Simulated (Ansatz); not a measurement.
Consider the formal hydrolysis of a C–O bond: `COC(F)[TeH]` + H₂O → `OC(F)[TeH]` + CH₃OH.

Isolated molecules relaxed with PBE0-D4/def2-TZVP in Ansatz; ΔE leaves out vibrations. CBS: MP2 limit from def2 TZ/QZ plus the TZ coupled-cluster correction, frozen cores. This one scheme is used for every species. Functionals use def2-TZVPP. B3LYP here is the variant with VWN-RPA as its local correlation; programs differ in this. HSE06 is defined as in plane-wave codes. def2 core potentials past Kr. For Te outer-core shells are correlated without core-valence functions, which leaves a few kJ/mol of doubt a bond. One conformer a species, not always the lowest.

```json
{"level": "LDA (SPW92)", "ΔE (kcal/mol)": "0.9", "difference from CCSD(T)/CBS": "-1.9"}
{"level": "PBE-D4", "ΔE (kcal/mol)": "0.6", "difference from CCSD(T)/CBS": "-2.2"}
{"level": "revPBE-D4", "ΔE (kcal/mol)": "0.9", "difference from CCSD(T)/CBS": "-1.9"}
{"level": "r2SCAN-D4", "ΔE (kcal/mol)": "1.0", "difference from CCSD(T)/CBS": "-1.8"}
{"level": "B97M-V", "ΔE (kcal/mol)": "1.3", "difference from CCSD(T)/CBS": "-1.5"}
{"level": "PBE0-D4", "ΔE (kcal/mol)": "0.9", "difference from CCSD(T)/CBS": "-1.9"}
{"level": "B3LYP-D4", "ΔE (kcal/mol)": "1.3", "difference from CCSD(T)/CBS": "-1.5"}
{"level": "r2SCANh-D4", "ΔE (kcal/mol)": "1.1", "difference from CCSD(T)/CBS": "-1.7"}
{"level": "r2SCAN0-D4", "ΔE (kcal/mol)": "1.2", "difference from CCSD(T)/CBS": "-1.6"}
{"level": "HSE06-D4", "ΔE (kcal/mol)": "0.8", "difference from CCSD(T)/CBS": "-2.0"}
{"level": "BHLYP-D4", "ΔE (kcal/mol)": "1.6", "difference from CCSD(T)/CBS": "-1.2"}
{"level": "CAM-B3LYP-D4", "ΔE (kcal/mol)": "1.6", "difference from CCSD(T)/CBS": "-1.2"}
{"level": "ωB97X-V", "ΔE (kcal/mol)": "1.7", "difference from CCSD(T)/CBS": "-1.1"}
{"level": "ωB97M-V", "ΔE (kcal/mol)": "1.7", "difference from CCSD(T)/CBS": "-1.1"}
{"level": "PBE-QIDH", "ΔE (kcal/mol)": "1.5", "difference from CCSD(T)/CBS": "-1.3"}
{"level": "PBE", "ΔE (kcal/mol)": "-0.2", "difference from CCSD(T)/CBS": "-3.0"}
{"level": "revPBE", "ΔE (kcal/mol)": "-0.8", "difference from CCSD(T)/CBS": "-3.6"}
{"level": "BLYP", "ΔE (kcal/mol)": "-0.4", "difference from CCSD(T)/CBS": "-3.2"}
{"level": "r2SCAN", "ΔE (kcal/mol)": "0.7", "difference from CCSD(T)/CBS": "-2.1"}
{"level": "B3LYP", "ΔE (kcal/mol)": "0.1", "difference from CCSD(T)/CBS": "-2.7"}
{"level": "r2SCANh", "ΔE (kcal/mol)": "0.8", "difference from CCSD(T)/CBS": "-2.0"}
{"level": "r2SCAN0", "ΔE (kcal/mol)": "0.9", "difference from CCSD(T)/CBS": "-1.9"}
{"level": "HSE06", "ΔE (kcal/mol)": "0.2", "difference from CCSD(T)/CBS": "-2.6"}
{"level": "CAM-B3LYP", "ΔE (kcal/mol)": "0.9", "difference from CCSD(T)/CBS": "-1.9"}
{"level": "LC-ωPBE", "ΔE (kcal/mol)": "1.0", "difference from CCSD(T)/CBS": "-1.8"}
{"level": "RPA@PBE/def2-TZVPP", "ΔE (kcal/mol)": "2.4", "difference from CCSD(T)/CBS": "-0.4"}
{"level": "HF/def2-SVP", "ΔE (kcal/mol)": "-0.8", "difference from CCSD(T)/CBS": "-3.6"}
{"level": "CCSD/def2-SVP", "ΔE (kcal/mol)": "0.4", "difference from CCSD(T)/CBS": "-2.4"}
{"level": "CCSD(T)/def2-SVP", "ΔE (kcal/mol)": "0.6", "difference from CCSD(T)/CBS": "-2.2"}
{"level": "HF/def2-TZVPP", "ΔE (kcal/mol)": "0.5", "difference from CCSD(T)/CBS": "-2.3"}
{"level": "MP2/def2-TZVPP", "ΔE (kcal/mol)": "2.9", "difference from CCSD(T)/CBS": "0.1"}
{"level": "SCS-MP2/def2-TZVPP", "ΔE (kcal/mol)": "2.3", "difference from CCSD(T)/CBS": "-0.5"}
{"level": "CCSD/def2-TZVPP", "ΔE (kcal/mol)": "2.2", "difference from CCSD(T)/CBS": "-0.6"}
{"level": "CCSD(T)/def2-TZVPP", "ΔE (kcal/mol)": "2.4", "difference from CCSD(T)/CBS": "-0.4"}
{"level": "HF/def2-QZVPP", "ΔE (kcal/mol)": "0.7", "difference from CCSD(T)/CBS": "-2.1"}
{"level": "MP2/def2-QZVPP", "ΔE (kcal/mol)": "3.2", "difference from CCSD(T)/CBS": "0.4"}
{"level": "SCS-MP2/def2-QZVPP", "ΔE (kcal/mol)": "2.7", "difference from CCSD(T)/CBS": "-0.1"}
{"level": "HF/CBS(def2)", "ΔE (kcal/mol)": "0.7", "difference from CCSD(T)/CBS": "-2.1"}
{"level": "MP2/CBS(def2)", "ΔE (kcal/mol)": "3.4", "difference from CCSD(T)/CBS": "0.6"}
{"level": "CCSD/CBS(def2)", "ΔE (kcal/mol)": "2.6", "difference from CCSD(T)/CBS": "-0.2"}
{"level": "CCSD(T)/CBS", "ΔE (kcal/mol)": "2.8", "difference from CCSD(T)/CBS": "0"}
```

Largest T1 diagnostic among the species: 0.012.

Leaving LDA and LC-ωPBE aside and taking each functional with its dispersion term where it has one, the values spread over 1.2 kcal/mol, from PBE-D4 to ωB97M-V. LDA lies +1.2 kcal/mol from PBE without D4. From BLYP to BHLYP (50 % exact exchange), in def2-TZVPP and without D4, ΔE moves by +1.1 kcal/mol.
